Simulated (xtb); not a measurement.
C2H4N (SMILES CC#[NH+]), charge +1, singlet, geometry from GFN2-xTB. Base run: xtb with GFN2-xTB.

Here is a job for xtb.
```
$ xtb mol.xyz --gfn 2 --chrg 1 --json

# file mol.xyz
7

C     -1.20928336     0.04360792    -0.25940828
C      0.14519314    -0.00523580     0.03114597
N      1.26727056    -0.04569899     0.27184735
H     -1.49115001    -0.80869085    -0.88716666
H     -1.44702356     0.96974746    -0.79390591
H     -1.79477188     0.00961794     0.66578923
H      2.24659284    -0.08101429     0.48192575
```

Variants of this job, named by their change:

| change | ΔE vs base (kcal/mol) | HOMO-LUMO gap (eV) | G_solv (kcal/mol) | SCF cycles |
|---|---|---|---|---|
| base | 0.000 | 6.11 | - | 11 |
| gbsa = chcl3 | -51.69 | 6.07 | -51.84 | 10 |
| acc = 0.1 | 0.000 | 6.11 | - | 13 |
| gbsa = thf | -57.97 | 6.13 | -59.31 | 11 |
| alpb = hexane | -36.15 | 6.12 | -36.16 | 10 |
| acc = 1000 | 0.002 | 6.11 | - | 6 |
| acc = 30 | 0.000 | 6.11 | - | 8 |

ALPB and GBSA are two models with their own fitted parameters for each solvent, which aren't always the measured dielectric constant.
